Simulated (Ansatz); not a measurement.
Forces on [Tb(NH3)6]3+ (TbN6H18³⁺) at its r2SCAN-D4/def2-SVP geometry. Charge 3, multiplicity 7.

In the def2 sets Tb takes a core potential; there is no spin–orbit coupling. With an open 4f shell the SCF may have ended on a state above the lowest.

PBE-D4/def2-TZVP (Ansatz), largest force 0.25 eV/Å:

```xyz
25
positions Å, forces eV/Å
Tb    0.000    0.000    0.001    0.002    0.001    0.001
N    -1.310    2.083    0.450   -0.138    0.201    0.048
H    -1.129    2.531    1.360    0.084   -0.040    0.080
H    -2.334    1.970    0.449   -0.050   -0.113   -0.026
H    -1.165    2.855   -0.218    0.079   -0.005   -0.098
N     1.314   -2.076   -0.464    0.133   -0.208   -0.043
H     1.088   -2.553   -1.349   -0.090    0.037   -0.078
H     1.219   -2.829    0.234   -0.072    0.010    0.099
H     2.335   -1.949   -0.525    0.051    0.117    0.018
N     0.215   -0.397    2.461    0.026   -0.032    0.247
H     1.054    0.008    2.901    0.085    0.060   -0.072
H     0.257   -1.384    2.752   -0.006   -0.096   -0.081
H    -0.552   -0.020    3.038   -0.100    0.054   -0.047
N    -0.208    0.374   -2.463   -0.024    0.040   -0.246
H     0.620    0.119   -3.021    0.107   -0.043    0.048
H    -0.391    1.346   -2.753   -0.011    0.091    0.083
H    -0.967   -0.149   -2.926   -0.076   -0.076    0.067
N     2.104    1.350    0.030    0.210    0.138   -0.006
H     2.027    2.277    0.476   -0.107    0.039    0.054
H     2.497    1.574   -0.897   -0.057   -0.040   -0.105
H     2.904    0.925    0.522   -0.004   -0.111    0.058
N    -2.114   -1.336   -0.013   -0.210   -0.139   -0.001
H    -2.029   -2.293   -0.386    0.112   -0.045   -0.042
H    -2.888   -0.941   -0.568    0.006    0.108   -0.063
H    -2.547   -1.487    0.910    0.050    0.051    0.106
```

r2SCAN-D4/def2-TZVP (Ansatz), largest force 0.45 eV/Å:

```
Tb 0.002 0.000 0.001
N -0.240 0.368 0.084
H -0.006 -0.141 -0.204
H 0.250 -0.025 -0.012
H 0.002 -0.210 0.129
N 0.236 -0.373 -0.082
H 0.015 0.148 0.198
H -0.011 0.208 -0.138
H -0.248 0.025 0.024
N 0.041 -0.065 0.442
H -0.183 -0.079 -0.154
H -0.014 0.217 -0.120
H 0.155 -0.074 -0.179
N -0.039 0.067 -0.442
H -0.168 0.045 0.176
H 0.044 -0.216 0.119
H 0.166 0.101 0.158
N 0.375 0.245 0.000
H -0.034 -0.228 -0.093
H -0.134 -0.079 0.196
H -0.218 0.058 -0.103
N -0.378 -0.241 -0.002
H 0.035 0.234 0.080
H 0.211 -0.052 0.117
H 0.142 0.066 -0.194
```
